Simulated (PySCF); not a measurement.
C2H8BClN2, singlet, at a GFN2-xTB geometry. Base run: PBE0/6-31G (PySCF).

The PySCF input:
```python
from pyscf import gto, scf, dft, solvent

mol = gto.Mole()
mol.atom = '''
    B     0.33257199   -0.34139973    0.31878687
    Cl    1.50071044   -0.50470426   -0.98658436
    N     0.64481249   -1.03699458    1.49618290
    H     0.08475532   -1.04663987    2.32792060
    H     1.48106868   -1.58664278    1.57480699
    N    -0.80994247    0.44751394    0.12247328
    C    -1.10869766    1.15568696   -1.10385373
    C    -1.83741803    0.65650958    1.11764723
    H    -2.06148206    0.81074317   -1.51814308
    H    -1.18521754    2.23068343   -0.91163699
    H    -0.32413687    0.98377324   -1.83488610
    H    -1.92904131    1.72267210    1.34987436
    H    -2.80446528    0.30409390    0.74395005
    H    -1.60381446    0.12147308    2.03275979
'''
mol.basis = '6-31g'
mol.verbose = 4
mol.build()

mf = dft.RKS(mol)
mf.xc = 'pbe0'
mf.kernel()
mf.analyze()
```

Base: dipole (D) 3.22; HOMO-LUMO gap (eV) 8.57.

A changed run: ΔE vs base (kJ/mol) -17.05; dipole (D) 3.82; HOMO-LUMO gap (eV) 8.64.

Problem. Which change was made?
(A) model = COSMO; solvent = n-hexane
(B) model = SS(V)PE; solvent = n-hexane
(C) model = IEF-PCM; solvent = chloroform
(D) model = IEF-PCM; solvent = n-hexane; lebedev_order = 11
(E) model = IEF-PCM; solvent = acetonitrile

Solution. C, model = IEF-PCM; solvent = chloroform

The base is the gas phase, so ΔE is the electrostatic part of solvation at a fixed geometry, without cavity and dispersion terms.
